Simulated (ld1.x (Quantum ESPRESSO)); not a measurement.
**Reading a pseudo-wave (Li)**

Columns: radius, all-electron u(r) and pseudo u(r) of the 1s shell (level -60.41 eV) of lithium in the configuration 1s2 2s0 2p0; PBE, scalar-relativistic, RRKJ scheme, ld1.x (Quantum ESPRESSO) 7.5.

```tsv
r (bohr)	all-electron	pseudo
0.210	1.0526	1.0546
0.420	1.1673	1.1811
0.630	0.9984	0.9984
0.840	0.7750	0.7750
1.050	0.5730	0.5730
1.260	0.4117	0.4117
1.470	0.2902	0.2902
1.680	0.2017	0.2017
1.890	0.1386	0.1386
2.100	0.0943	0.0943
2.310	0.0638	0.0638
2.520	0.0429	0.0429
2.730	0.0287	0.0287
2.940	0.0191	0.0191
3.150	0.0127	0.0127
3.360	0.0084	0.0084
3.570	0.0056	0.0056
3.780	0.0037	0.0037
3.990	0.0024	0.0024
4.200	0.0016	0.0016
4.410	0.0010	0.0010
4.620	0.0007	0.0007
4.830	0.0005	0.0005
5.040	0.0003	0.0003
5.250	0.0002	0.0002
5.460	0.0001	0.0001
```

(1) How many radial nodes do the two functions have?

(2) At about which radius was the pseudo-wave matched?

(3) Is the pseudo-wave norm-conserving?

Answers

(1) The all-electron 1s function has n − l − 1 = 0; the pseudo-wave has 0.

(2) 0.60 bohr, where the columns begin to agree (steps of 0.21 bohr).

(3) Yes: the RRKJ scheme keeps the norm inside the radius equal to the all-electron one, which fixes the energy derivative of the logarithmic derivative at the level.
